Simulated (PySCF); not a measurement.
**Trend along the chalcogens: MP molecules**

PBE0 with double-zeta basis sets in PySCF, for the lowest determinant that a PBE0 search found; no spin–orbit coupling. De refers to high-spin ground-configuration atoms. A positive dipole means M(−)P(+).

```
 M     basis  state (unpaired electrons)  Re (Å)  ωe (cm⁻¹)  De (eV)  μ (D)
 O  def2-SVP               doublet (π ↑)   1.493       1270     5.58   2.08
Se  def2-SVP               doublet (π ↑)   2.037        597     3.75   0.24
Te  def2-SVP               doublet (π ↑)   2.249        483     2.98  -0.53
```

**Question.** The row for M = S is missing. Estimate Re, ωe and De as the mean of the rows for O and Se, and compare with the calculation.

**Answer.** The means are 1.765 Å, 934 cm⁻¹ and 4.67 eV. PBE0 in def2-SVP gives PS as a doublet (π ↑) with Re = 1.906 Å, ωe = 776 cm⁻¹, De = 4.28 eV, so the estimate is off by -14.1 pm, +20 % and +0.38 eV.

Relativity is treated differently too: O no relativity; S no relativity; Se no relativity; Te scalar-relativistic core potentials.

Spin–orbit coupling is left out, which matters for elements this heavy, above all for dissociation energies. States were picked by a PBE0 search and need not be the measured ground states.
